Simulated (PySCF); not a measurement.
# C₆ coefficients of unlike pairs at B3LYP

Calculated with PySCF 2.14 from the dipole response of each species, C₆(A,B) = (3/π) ∫ α_A(iu) α_B(iu) du, in atomic units, from isotropic polarisabilities. For ions this is the dispersion term alone; charge-induced terms of lower order in 1/R come first.

```json
{"species": "N⁺", "configuration": "[He] 2s2 2p2 (3P)", "basis": "x2c-QZVPPall with one added diffuse shell each of s, p, d, f type (8s5p4d3f1g)", "relativity": "spin-free X2C", "α (bohr³)": "3.822", "C₆ (like pair)": "8.193"}
{"species": "Zr²⁺", "configuration": "[Kr] 4d2 (3F)", "basis": "def2-QZVPPD with the def2 core potential (28 electrons) (7s5p4d3f2g)", "relativity": "core potential", "α (bohr³)": "12.24", "C₆ (like pair)": "60.55"}
{"species": "B²⁺", "configuration": "[He] 2s1 (2S)", "basis": "aug-cc-pVQZ (6s5p4d3f2g)", "relativity": "none", "α (bohr³)": "7.008", "C₆ (like pair)": "9.244"}
{"species": "I⁺", "configuration": "[Kr] 4d10 5s2 5p4 (3P)", "basis": "aug-cc-pVQZ-PP with one added diffuse shell each of s, p, d, f, g type with ECP28MDF (8s8p6d4f3g)", "relativity": "core potential", "α (bohr³)": "20.38", "C₆ (like pair)": "173.8"}
```

Question: Estimate C₆ for B²⁺ with Zr²⁺.

Answer: The integral gives 21.68. The combination rule 2 C_A C_B / (C_A α_B/α_A + C_B α_A/α_B) gives 22.03 and the geometric mean 23.66.

No spin-orbit coupling is included.

The other pairs:

```tsv
pair	C₆
B²⁺, N⁺	7.649
I⁺, Zr²⁺	102.0
Zr²⁺, N⁺	22.18
I⁺, B²⁺	37.42
I⁺, N⁺	37.32
```
